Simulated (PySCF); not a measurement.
SeSn, SMILES [Se]=[Sn] (connectivity only; charge and spin as stated), neutral, multiplicity 1.

Geometry optimised at r2SCAN-D4/def2-TZVP. The def2 effective core potentials stand for the cores of Sn; spin–orbit coupling is left out.

Two levels are set side by side: PBE/def2-TZVPD (PySCF) and HF/def2-TZVPD (PySCF). Same geometry, gas phase. Differences are taken from unrounded values.

```csv
quantity,HF
orbital gap (eV),8.98
highest occupied level (eV),-9.08
lowest empty level (eV),-0.10
dipole moment (D),3.94
mean polarisability (bohr³),74.0
```

Problem. What does PBE give, and how far is it from HF? (An estimate is asked for; the answer gives what the named calculation found.)

Solution. 
```json
[
 {"quantity": "orbital gap (eV)", "PBE": "2.93", "PBE minus HF": "-6.05"},
 {"quantity": "highest occupied level (eV)", "PBE": "-6.15", "PBE minus HF": "2.93"},
 {"quantity": "lowest empty level (eV)", "PBE": "-3.22", "PBE minus HF": "-3.13"},
 {"quantity": "dipole moment (D)", "PBE": "2.84", "PBE minus HF": "-1.11"},
 {"quantity": "mean polarisability (bohr³)", "PBE": "75.9", "PBE minus HF": "1.9"}
]
```

PBE's occupied levels lie high since its potential decays too fast outside the molecule; exact exchange lowers them and widens the gap. Differences between two approximate levels are no errors against the true value.

Rough cost on one machine, each run with all the roots and properties that it gave: HF against PBE about 1/3.
